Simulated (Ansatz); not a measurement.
Mulliken charges of CH5BOSi, SMILES `[SiH3]B1CO1` from r2SCAN/def2-TZVPP in Ansatz (PBE0-D4/def2-TZVP geometry).

```csv
atom,x (Å),y (Å),z (Å),charge (e)
Si1,-0.617,1.087,-1.057,0.184
B2,0.329,-0.175,0.168,0.135
C3,0.498,-1.268,1.211,-0.038
O4,1.572,-0.507,0.515,-0.246
H5,-1.461,0.302,-1.997,-0.064
H6,-1.507,1.964,-0.249,-0.064
H7,0.326,1.931,-1.834,-0.063
H8,0.491,-2.322,0.949,0.078
H9,0.458,-1.060,2.276,0.078
```

Q: By hand: the dipole of these point charges (1 e Å = 4.8032 D).

A: Σ q r = (-0.231, -0.181, 0.166) e Å, of length 0.337 e Å = 1.62 D.

Q: How does the dipole of the full density compare? (Estimate.)

A: Ansatz gave: (-0.209, -0.069, 0.061) e Å, 1.10 D; the point charges give 1.47 times that, at 23° from its direction.

Point charges leave out the atoms' own dipoles, such as those of lone pairs, and Mulliken's split depends on the basis, so the two needn't agree.
